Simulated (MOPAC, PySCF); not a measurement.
[Zn(NH2)2], neutral singlet in the gas phase. 

Cartesian coordinates (Å):
```xyz
7

Zn     0.0309    -0.0885    -0.0540
N      1.5018    -0.1540     1.0310
H      2.2022     0.5751     0.8330
H      2.0128    -1.0474     1.0027
N     -1.5170     0.2012    -0.9845
H     -2.3692    -0.0831    -0.4805
H     -1.5604    -0.2742    -1.8968
```
Charge 0, multiplicity 1.

All levels are single points at this geometry (BP86-D3(BJ)/def2-SVP); Pople sets use spherical d functions. Orbital energies aren't observables, and empty levels follow the basis.

```
level                                     HOMO (eV)  LUMO (eV)  gap (eV)  dipole (D)  vertical IE, Delta-SCF (eV)
----------------------------------------  ---------  ---------  --------  ----------  ---------------------------
PBE-D3(BJ)/def2-TZVP in PySCF                 -5.53      -1.22      4.31        1.50                            –
TPSSh-D3(BJ)/def2-TZVP in PySCF               -6.09      -0.74      5.35        1.57                            –
B3LYP/6-311+G** (LANL2DZ on Zn) in PySCF      -6.52      -0.88      5.64        1.88                            –
B3LYP/LANL2DZ in PySCF                        -6.15      -0.65      5.51        2.34                            –
BP86/6-31G* (LANL2DZ on Zn) in PySCF          -5.06      -1.03      4.03        1.76                            –
M06-2X/6-31G* (LANL2DZ on Zn) in PySCF        -7.70       0.52      8.22        2.01                            –
HF/6-31G* (LANL2DZ on Zn) in PySCF            -9.86       2.12     11.98        2.24                            –
PM3 in MOPAC                                  -9.40       0.45      9.85        1.56                            –
PM6 in MOPAC                                  -9.38       0.04      9.41        2.32                            –
```
